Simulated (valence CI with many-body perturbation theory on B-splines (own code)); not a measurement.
**E1 transitions of Ir72+**

Level of theory: configuration interaction combined with many-body perturbation theory (CI+MBPT): three valence electrons over a frozen Dirac-Fock core [He], a basis of 11 s, 11 p, 10 d, 8 f, 5 g, 2 h functions for each j, with the one-electron correlation potential Σ1 (screened to all orders), the two-electron term Σ2, the three-electron term Σ3, Breit, model QED; selected single and double excitations, second order for the rest, scaled by the run's own slope (own B-spline code, finite nucleus).

The last digits are not significant, and no measured levels were compared; by estimate large intervals hold to a few tenths of a per cent, small ones and those within an open d or f shell to about a per cent.

Lines 101 to 150 of 578 in falling wavelength, among levels below 1253.0 Ry, chosen from the strongest by gf and those to the six lowest levels. Wavelengths and rates use the calculated energies. Electric multipoles are in the length gauge with retardation, E1 and E2 with the static RPA response of the core. Weak lines are less certain than strong ones. Lines between different terms over intervals too small for the method are left out, as are lines whose strength nearly cancels. The highest levels of a list are the least certain.

Levels are named by their leading jj configuration (3d3/2^4 stands for four electrons in 3d with j = 3/2), which in mixed levels can hold well under half, so a name can repeat and another be missing. Letters in brackets count levels of one name in rising energy.

```
λ vac (nm)                          Upper                       Lower   A (s⁻¹)  S (a.u.)
     2.116             (2s^2 3d5/2) J=5/2         (2s 2p1/2 3s) J=3/2  2.44e+11  6.84e-03
     2.111     (2s 2p1/2 3p3/2) J=3/2 [b]     (2s 2p1/2 3s) J=1/2 [b]  1.01e+12  1.87e-02
     2.110  (2p1/2 2p3/2 3p3/2) J=1/2 [a]      (2p1/2 2p3/2 3s) J=1/2  1.08e+12  1.00e-02
     2.109     (2s 2p3/2 3d3/2) J=1/2 [b]      (2s 2p3/2 3p1/2) J=1/2  1.07e+12  9.93e-03
     2.109          (2p3/2^2 3p3/2) J=7/2          (2p3/2^2 3s) J=5/2  1.93e+12  7.16e-02
     2.107          (2p3/2^2 3p3/2) J=5/2          (2p3/2^2 3s) J=5/2  1.00e+12  2.78e-02
     2.098  (2p1/2 2p3/2 3p3/2) J=5/2 [a]  (2p1/2 2p3/2 3s) J=3/2 [a]  1.83e+12  4.99e-02
     2.096  (2p1/2 2p3/2 3d3/2) J=1/2 [a]   (2p1/2 2p3/2 3p1/2) J=1/2  1.11e+12  1.01e-02
     2.095         (2s 2p1/2 3p3/2) J=1/2     (2s 2p1/2 3s) J=1/2 [b]  1.63e+12  1.48e-02
     2.091  (2p1/2 2p3/2 3p3/2) J=3/2 [a]      (2p1/2 2p3/2 3s) J=1/2  4.69e+11  8.47e-03
     2.091     (2s 2p3/2 3p3/2) J=5/2 [b]     (2s 2p3/2 3s) J=3/2 [b]  1.83e+12  4.97e-02
     2.078      (2p1/2 2p3/2 3p3/2) J=7/2      (2p1/2 2p3/2 3s) J=5/2  1.43e+12  5.07e-02
     2.069      (2p3/2^2 3p3/2) J=3/2 [b]          (2p3/2^2 3s) J=1/2  1.81e+12  3.17e-02
     2.068  (2p1/2 2p3/2 3d3/2) J=5/2 [b]   (2p1/2 2p3/2 3p1/2) J=5/2  4.73e+11  1.24e-02
     2.067         (2s 2p3/2 3p3/2) J=7/2         (2s 2p3/2 3s) J=5/2  2.00e+12  6.97e-02
     2.059     (2s 2p1/2 3d3/2) J=3/2 [b]      (2s 2p1/2 3p1/2) J=3/2  5.81e+11  1.00e-02
     2.056  (2p1/2 2p3/2 3p3/2) J=3/2 [b]  (2p1/2 2p3/2 3s) J=3/2 [b]  7.19e+11  1.23e-02
     2.054     (2s 2p3/2 3p3/2) J=5/2 [a]     (2s 2p3/2 3s) J=3/2 [a]  8.99e+11  2.31e-02
     2.036     (2s 2p3/2 3p3/2) J=1/2 [a]     (2s 2p3/2 3s) J=3/2 [a]  1.83e+12  1.53e-02
     2.031          (2p1/2^2 3p3/2) J=3/2          (2p1/2^2 3s) J=1/2  1.94e+12  3.20e-02
     2.025     (2s 2p1/2 3p3/2) J=3/2 [a]     (2s 2p1/2 3s) J=1/2 [a]  1.98e+12  3.24e-02
     2.025     (2s 2p3/2 3p3/2) J=3/2 [a]         (2s 2p3/2 3s) J=5/2  4.51e+11  7.39e-03
     2.023     (2s 2p3/2 3p3/2) J=3/2 [b]     (2s 2p3/2 3s) J=3/2 [b]  9.58e+11  1.56e-02
     2.020             (2s^2 3p3/2) J=3/2             (2s^2 3s) J=1/2  2.15e+12  3.50e-02
     2.013  (2p1/2 2p3/2 3p3/2) J=5/2 [b]  (2p1/2 2p3/2 3s) J=3/2 [b]  9.45e+11  2.28e-02
     2.003  (2p1/2 2p3/2 3p3/2) J=3/2 [b]      (2p1/2 2p3/2 3s) J=1/2  6.41e+11  1.02e-02
     2.002         (2s 2p1/2 3p3/2) J=5/2         (2s 2p1/2 3s) J=3/2  1.87e+12  4.43e-02
     1.998     (2s 2p3/2 3p3/2) J=3/2 [b]         (2s 2p3/2 3s) J=1/2  1.26e+12  1.99e-02
     1.998     (2s 2p1/2 3p3/2) J=3/2 [b]         (2s 2p1/2 3s) J=3/2  1.03e+12  1.61e-02
     1.984  (2p1/2 2p3/2 3p3/2) J=5/2 [b]      (2p1/2 2p3/2 3s) J=5/2  9.97e+11  2.31e-02
     1.984     (2s 2p3/2 3p3/2) J=1/2 [b]         (2s 2p3/2 3s) J=1/2  1.81e+12  1.40e-02
     1.968  (2p1/2 2p3/2 3p3/2) J=3/2 [b]  (2p1/2 2p3/2 3s) J=3/2 [a]  6.76e+11  1.02e-02
     1.962      (2p3/2^2 3p3/2) J=3/2 [a]          (2p3/2^2 3s) J=3/2  1.75e+12  2.62e-02
     1.959     (2s 2p3/2 3p3/2) J=5/2 [a]         (2s 2p3/2 3s) J=5/2  1.28e+12  2.85e-02
     1.942  (2p1/2 2p3/2 3p3/2) J=1/2 [b]  (2p1/2 2p3/2 3s) J=3/2 [b]  1.93e+12  1.39e-02
     1.925      (2p3/2^2 3p3/2) J=3/2 [a]          (2p3/2^2 3s) J=5/2  4.67e+11  6.57e-03
    0.8464             (2s^2 2p3/2) J=3/2          (2s 2p1/2^2) J=1/2  6.03e+10  7.21e-05
    0.6348          (2p3/2^2 3d5/2) J=9/2   (2p1/2 2p3/2 3p3/2) J=7/2  1.95e+12  2.46e-03
    0.6335          (2p3/2^2 3p3/2) J=5/2  (2s 2p3/2 3p3/2) J=3/2 [b]  6.80e+12  5.12e-03
    0.6332          (2p3/2^2 3d5/2) J=7/2  (2s 2p3/2 3d5/2) J=5/2 [b]  4.75e+12  4.76e-03
    0.6321     (2s 2p1/2 2p3/2) J=3/2 [a]          (2s^2 2p1/2) J=1/2  1.56e+11  7.80e-05
    0.6292          (2p3/2^2 3d5/2) J=1/2  (2s 2p3/2 3d5/2) J=3/2 [b]  9.72e+12  2.39e-03
    0.6280      (2p3/2^2 3d3/2) J=3/2 [a]  (2s 2p3/2 3d3/2) J=1/2 [b]  3.70e+12  1.81e-03
    0.6272          (2p3/2^2 3p3/2) J=7/2  (2s 2p3/2 3p3/2) J=5/2 [b]  1.21e+13  1.18e-02
    0.6270          (2p3/2^2 3p3/2) J=5/2  (2s 2p3/2 3p3/2) J=5/2 [b]  2.66e+12  1.94e-03
    0.6264             (2s 2p3/2^2) J=5/2          (2s^2 2p3/2) J=3/2  3.98e+12  2.90e-03
    0.6262          (2p3/2^2 3d5/2) J=7/2  (2s 2p3/2 3d5/2) J=7/2 [b]  2.64e+12  2.56e-03
    0.6261          (2p3/2^2 3d5/2) J=9/2  (2s 2p3/2 3d5/2) J=7/2 [b]  9.01e+12  1.09e-02
    0.6260          (2p3/2^2 3d3/2) J=1/2  (2s 2p3/2 3d3/2) J=1/2 [b]  9.36e+12  2.27e-03
    0.6256             (2p3/2^2 3s) J=5/2     (2s 2p3/2 3s) J=3/2 [b]  1.05e+13  7.63e-03
```
